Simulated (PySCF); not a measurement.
AlI3 (SMILES [I][Al]([I])[I]), singlet, at a GFN2-xTB geometry (such geometries of metal compounds can be far from the true shape) (core potentials on I); DF-CAMB3LYP/def2-TZVPD (PySCF).

PySCF was given this input:
```python
from pyscf import gto, scf, dft

mol = gto.Mole()
mol.atom = '''
    Al   -0.00000000   -0.00000000   -0.00000000
    I    -2.05711704   -1.44131268   -0.05276184
    I     0.00659413    2.22306763   -1.17039456
    I     2.05052292   -0.78175495    1.22315640
'''
mol.basis = 'def2-tzvpd'
mol.ecp = {'I': 'def2-tzvpd'}
mol.verbose = 4
mol.build()

mf = dft.RKS(mol)
mf.xc = 'camb3lyp'
mf = mf.density_fit(auxbasis='def2-universal-jkfit')
mf.kernel()
```

It wrote (shortened):

```
PySCF version 2.14.0

[INPUT] verbose = 4
[INPUT] num. atoms = 4
[INPUT] num. electrons = 88
[INPUT] charge = 0
[INPUT] spin (= nelec alpha-beta = 2S) = 0
[INPUT] symmetry False subgroup None
[INPUT] Mole.unit = angstrom
[INPUT] Symbol           X                Y                Z      unit          X                Y                Z       unit  Magmom
[INPUT]  1 Al     0.000000000000   0.000000000000   0.000000000000 AA    0.000000000000   0.000000000000   0.000000000000 Bohr   0.0
[INPUT]  2 I     -2.057117040000  -1.441312680000  -0.052761840000 AA   -3.887387811776  -2.723686225063  -0.099705427428 Bohr   0.0
[INPUT]  3 I      0.006594130000   2.223067630000  -1.170394560000 AA    0.012461099730   4.200988977086  -2.211725176081 Bohr   0.0
[INPUT]  4 I      2.050522920000  -0.781754950000   1.223156400000 AA    3.874926730943  -1.477302752023   2.311430603509 Bohr   0.0

nuclear repulsion = 433.378878896226
number of shells = 72
number of NR pGTOs = 381
number of NR cGTOs = 220
basis = def2-tzvpd
ecp = {'I': 'def2-tzvpd'}

******** <class 'pyscf.df.df_jk.DFRKS'> ********
method = DFRKS
initial guess = minao
damping factor = 0
level_shift factor = 0
DIIS = <class 'pyscf.scf.diis.CDIIS'>
diis_start_cycle = 1
diis_space = 8
diis_damp = 0
SCF conv_tol = 1e-09
SCF conv_tol_grad = None
SCF max_cycles = 50
direct_scf = False
XC library pyscf.dft.libxc version 7.1.2
    S. Lehtola, C. Steigemann, M. J. T. Oliveira, and M. A. L. Marques,  SoftwareX 7, 1–5 (2018)
XC functionals = camb3lyp
    T. Yanai, D. P. Tew, and N. C. Handy,  Chem. Phys. Lett. 393, 51 (2004)
radial grids:
    Treutler-Ahlrichs [JCP 102, 346 (1995); DOI:10.1063/1.469408] (M4) radial grids

becke partition: Becke, JCP 88, 2547 (1988); DOI:10.1063/1.454033
pruning grids: <function nwchem_prune>
grids dens level: 3
symmetrized grids: False
atomic radii adjust function: <function treutler_atomic_radii_adjust>
small_rho_cutoff = 0
Set gradient conv threshold to 3.16228e-05
Initial guess from minao.
tot grids = 85056
******** <class 'pyscf.df.df.DF'> ********
auxbasis = def2-universal-jkfit
Create RSH-DF object <pyscf.df.df.DF object> for omega=0.33
******** <class 'pyscf.df.df.DF'> ********
auxbasis = auxmol.basis = def2-universal-jkfit
init E= -1008.10967062152
  HOMO = -1.46265927730692  LUMO = -1.11318144770044  gap/eV = 9.50978
cycle= 1 E= -1131.37890580456  delta_E= -123  |g|= 5.48  |ddm|= 34.5
  HOMO = -0.0615824995491313  LUMO = -0.00287540420477372  gap/eV = 1.59750
cycle= 2 E= -1132.42038261767  delta_E= -1.04  |g|= 4.96  |ddm|= 13.7
  HOMO = -0.307279611111538  LUMO = -0.0129098497798801  gap/eV = 8.01021
cycle= 3 E= -1135.63511036604  delta_E= -3.21  |g|= 0.723  |ddm|= 5.09
  HOMO = -0.338552326113614  LUMO = -0.0930377764581266  gap/eV = 6.68079
cycle= 4 E= -1135.70277233553  delta_E= -0.0677  |g|= 0.556  |ddm|= 1.03
  HOMO = -0.330137161763657  LUMO = -0.0606409517042145  gap/eV = 7.33337
cycle= 5 E= -1135.75731966884  delta_E= -0.0545  |g|= 0.0496  |ddm|= 0.367
  HOMO = -0.329858708862557  LUMO = -0.0544227410807808  gap/eV = 7.49499
cycle= 6 E= -1135.75806559965  delta_E= -0.000746  |g|= 0.00448  |ddm|= 0.0632
  HOMO = -0.329821185909304  LUMO = -0.0537613704221909  gap/eV = 7.51197
cycle= 7 E= -1135.75807773857  delta_E= -1.21e-05  |g|= 0.00269  |ddm|= 0.0115
  HOMO = -0.329772099103476  LUMO = -0.0538775863879666  gap/eV = 7.50747
cycle= 8 E= -1135.75808010973  delta_E= -2.37e-06  |g|= 0.000408  |ddm|= 0.0036
  HOMO = -0.329751943455291  LUMO = -0.0538867974865946  gap/eV = 7.50667
cycle= 9 E= -1135.75808025645  delta_E= -1.47e-07  |g|= 6.13e-05  |ddm|= 0.00134
  HOMO = -0.329763245232881  LUMO = -0.0538958702946184  gap/eV = 7.50673
cycle= 10 E= -1135.75808025865  delta_E= -2.19e-09  |g|= 1.61e-05  |ddm|= 0.000203
  HOMO = -0.329761405711738  LUMO = -0.0538937544962357  gap/eV = 7.50674
cycle= 11 E= -1135.75808025875  delta_E= -1.02e-10  |g|= 1.64e-06  |ddm|= 3.34e-05
  HOMO = -0.329761419801464  LUMO = -0.0538937398839193  gap/eV = 7.50674
Extra cycle  E= -1135.75808025875  delta_E= -4.55e-12  |g|= 1.1e-06  |ddm|= 5.04e-06
converged SCF energy = -1135.75808025875
```
